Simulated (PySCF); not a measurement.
PySCF 2.14 output of an unrestricted r2SCAN calculation on a single atom or ion in aug-cc-pwCVTZ-DK with one added diffuse shell each of s, p, d, f, g type (11s10p8d5f4g, 152 functions), with scalar relativity by spin-free X2C-1e:

```
SCF conv_tol = 1e-09
number electrons alpha = 15  beta = 13
    J. W. Furness, A. D. Kaplan, J. Ning, J. P. Perdew, and J. Sun.,  J. Phys. Chem. Lett. 11, 8208-8215 (2020)
    J. W. Furness, A. D. Kaplan, J. Ning, J. P. Perdew, and J. Sun.,  J. Phys. Chem. Lett. 11, 9248-9248 (2020)
    J. W. Furness, A. D. Kaplan, J. Ning, J. P. Perdew, and J. Sun.,  J. Phys. Chem. Lett. 11, 8208-8215 (2020)
    J. W. Furness, A. D. Kaplan, J. Ning, J. P. Perdew, and J. Sun.,  J. Phys. Chem. Lett. 11, 9248-9248 (2020)
cycle= 1 E= -1393.09201961728  delta_E= 0.123  |g|= 0.805  |ddm|= 1.64
cycle= 2 E= -1392.45396030551  delta_E= 0.638  |g|= 2.14  |ddm|= 9.28
cycle= 3 E= -1393.12542341393  delta_E= -0.671  |g|= 0.623  |ddm|= 9.23
cycle= 4 E= -1393.25325311317  delta_E= -0.128  |g|= 0.13  |ddm|= 0.805
cycle= 5 E= -1393.25634892004  delta_E= -0.0031  |g|= 0.0604  |ddm|= 0.19
cycle= 6 E= -1393.25772045736  delta_E= -0.00137  |g|= 0.0213  |ddm|= 0.159
cycle= 7 E= -1393.25788215498  delta_E= -0.000162  |g|= 0.00182  |ddm|= 0.0466
cycle= 8 E= -1393.25788462039  delta_E= -2.47e-06  |g|= 0.000363  |ddm|= 0.0332
cycle= 9 E= -1393.25788468032  delta_E= -5.99e-08  |g|= 1.94e-05  |ddm|= 0.00429
cycle= 10 E= -1393.25788468186  delta_E= -1.54e-09  |g|= 2.35e-05  |ddm|= 0.000877
cycle= 11 E= -1393.25788468219  delta_E= -3.31e-10  |g|= 1.39e-05  |ddm|= 0.000172
converged SCF energy = -1393.25788468219  <S^2> = 2.0398447  2S+1 = 3.0264466
```

The run itself started from symmetry-adapted Hartree-Fock orbitals and held the occupation by maximum overlap, on a logarithmic radial grid, so the iterations belong to that start.

Problem. Which element, charge and spin multiplicity is this?

Solution. Co⁻ (cobalt, charge -1), multiplicity 3; the state was [Ar] 3d8 4s2, high-spin 3F determinant.

At r2SCAN the highest occupied level has a positive energy, so only the finite basis holds that electron; in a semilocal or global hybrid functional this comes from self-interaction and does not mean that the real anion is unbound.
